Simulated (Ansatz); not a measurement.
Geometry optimisation, RKS PBE-D4/def2-SVP (Ansatz).

input.yaml

```yaml
crystal:
  periodic: [false, false, false]
  atoms:
    - { symbol: Ge, position_ang: [0.0, 0.0, 0.0] }
    - { symbol: H, position_ang: [0.0, 0.0, 1.9] }
    - { symbol: F, position_ang: [1.5842, 0.0, -0.5594] }
    - { symbol: H, position_ang: [-0.73, 1.2648, -0.5162] }
    - { symbol: H, position_ang: [-0.73, -1.2648, -0.5162] }
    - { symbol: O, position_ang: [-1.9644, 0.0, 0.6527] }
    - { symbol: Al, position_ang: [-3.2781, -0.9643, -0.0632] }
    - { symbol: H, position_ang: [-3.009, -2.4314, -0.5204] }
    - { symbol: H, position_ang: [-4.6987, -0.3425, -0.2335] }
    - { symbol: H, position_ang: [-0.9937, 0.0, 1.8011] }
basis:
  gaussian: { orbitals: def2-SVP }
hamiltonian:
  xc: pbe
  dispersion: d4
relax:
  f_tol: 0.15
  max_steps: 25
  restrain:
    - { distance: [0, 5], at: 2.97, k: 30.0 }
    - { distance: [9, 1], at: 1.86, k: 30.0 }
    - { distance: [0, 1], at: 1.55, k: 30.0 }
    - { distance: [9, 5], at: 1.01, k: 30.0 }
output:
  orbitals: {}
```

Launched with:

```bash
$ ansatz run input.yaml --threads 4 --pin off --max-ram 5120MiB --backend cpu --events-out ev --progress --plain --runs-dir out
```

Where does it end, and by what steps?

The forces met the threshold. The restraints hold the end off the free minimum; the threshold counts their pulls, which the force column leaves out. Restrained pairs: Ge1–O6 (2.07 → 2.97 Å), H2–H10 (1.00 → 1.87 Å), Ge1–H2 (1.90 → 1.55 Å), O6–H10 (1.50 → 0.99 Å). After 14 steps the energy has fallen by 3.389 eV (the restraints' own energy left out); H8 moved furthest, 1.20 Å.

```csv
step,energy less start (eV),largest force component (eV/Å),accepted
0,0.0000,4.564,yes
1,-0.7627,4.994,yes
2,-1.7916,6.231,yes
3,-2.6233,5.099,yes
4,-3.0436,1.401,yes
5,-3.2605,0.814,yes
6,-3.3216,0.815,yes
7,-3.3460,0.664,yes
8,-3.3440,0.960,yes
9,-3.3734,0.565,yes
10,-3.3815,0.635,yes
11,-3.3823,0.701,no
12,-3.3815,0.702,yes
13,-3.3835,0.704,yes
14,-3.3889,0.638,yes
```

```xyz
10
Properties=species:S:1:pos:R:3
Ge 0.311 0.169 -0.136
H 0.107 -0.359 1.308
F 2.052 0.083 -0.428
H -0.085 1.651 -0.306
H -0.331 -0.776 -1.181
O -2.435 -0.017 0.974
Al -3.578 -1.106 0.251
H -3.484 -2.671 0.552
H -4.640 -0.396 -0.694
H -1.735 -0.317 1.605
```

The run took 16 s on 4 threads of Arm Neoverse V2, with other jobs on the host, peak memory 0.16 GiB.
